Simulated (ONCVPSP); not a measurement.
# Reading a pseudo-wave (N)

Columns: radius, all-electron u(r) and pseudo u(r) of the 2p shell (level -7.24 eV) of nitrogen in the configuration [He] 2s2 2p3; LDA (Perdew-Zunger), scalar-relativistic, ONCV scheme, ONCVPSP 4.0.1.

```json
{"r (bohr)": "0.088", "all-electron": "0.0590", "pseudo": "0.0199"}
{"r (bohr)": "0.175", "all-electron": "0.1774", "pseudo": "0.0762"}
{"r (bohr)": "0.262", "all-electron": "0.3083", "pseudo": "0.1632"}
{"r (bohr)": "0.350", "all-electron": "0.4315", "pseudo": "0.2730"}
{"r (bohr)": "0.438", "all-electron": "0.5364", "pseudo": "0.3937"}
{"r (bohr)": "0.525", "all-electron": "0.6196", "pseudo": "0.5125"}
{"r (bohr)": "0.612", "all-electron": "0.6829", "pseudo": "0.6210"}
{"r (bohr)": "0.700", "all-electron": "0.7285", "pseudo": "0.7121"}
{"r (bohr)": "0.788", "all-electron": "0.7580", "pseudo": "0.7798"}
{"r (bohr)": "0.875", "all-electron": "0.7739", "pseudo": "0.8221"}
{"r (bohr)": "0.962", "all-electron": "0.7789", "pseudo": "0.8408"}
{"r (bohr)": "1.050", "all-electron": "0.7751", "pseudo": "0.8392"}
{"r (bohr)": "1.138", "all-electron": "0.7645", "pseudo": "0.8219"}
{"r (bohr)": "1.225", "all-electron": "0.7488", "pseudo": "0.7942"}
{"r (bohr)": "1.312", "all-electron": "0.7292", "pseudo": "0.7609"}
{"r (bohr)": "1.400", "all-electron": "0.7065", "pseudo": "0.7254"}
{"r (bohr)": "1.487", "all-electron": "0.6821", "pseudo": "0.6914"}
{"r (bohr)": "1.575", "all-electron": "0.6561", "pseudo": "0.6593"}
{"r (bohr)": "1.662", "all-electron": "0.6296", "pseudo": "0.6302"}
{"r (bohr)": "1.750", "all-electron": "0.6026", "pseudo": "0.6026"}
{"r (bohr)": "1.838", "all-electron": "0.5755", "pseudo": "0.5755"}
{"r (bohr)": "1.925", "all-electron": "0.5490", "pseudo": "0.5490"}
{"r (bohr)": "2.012", "all-electron": "0.5229", "pseudo": "0.5229"}
{"r (bohr)": "2.100", "all-electron": "0.4972", "pseudo": "0.4972"}
{"r (bohr)": "2.188", "all-electron": "0.4721", "pseudo": "0.4721"}
{"r (bohr)": "2.275", "all-electron": "0.4481", "pseudo": "0.4481"}
```

Task: How many radial nodes do the two functions have?

Result: The all-electron 2p function has n − l − 1 = 0; the pseudo-wave has 0.

Task: At about which radius was the pseudo-wave matched?

Result: 1.75 bohr, where the columns begin to agree (steps of 0.09 bohr).

Task: Where does each function peak?

Result: Outermost all-electron maximum near 0.96 bohr, pseudo maximum near 0.96 bohr (to the table’s step).

Task: Is the pseudo-wave norm-conserving?

Result: Yes: the ONCV scheme keeps the norm inside the radius equal to the all-electron one, which fixes the energy derivative of the logarithmic derivative at the level.
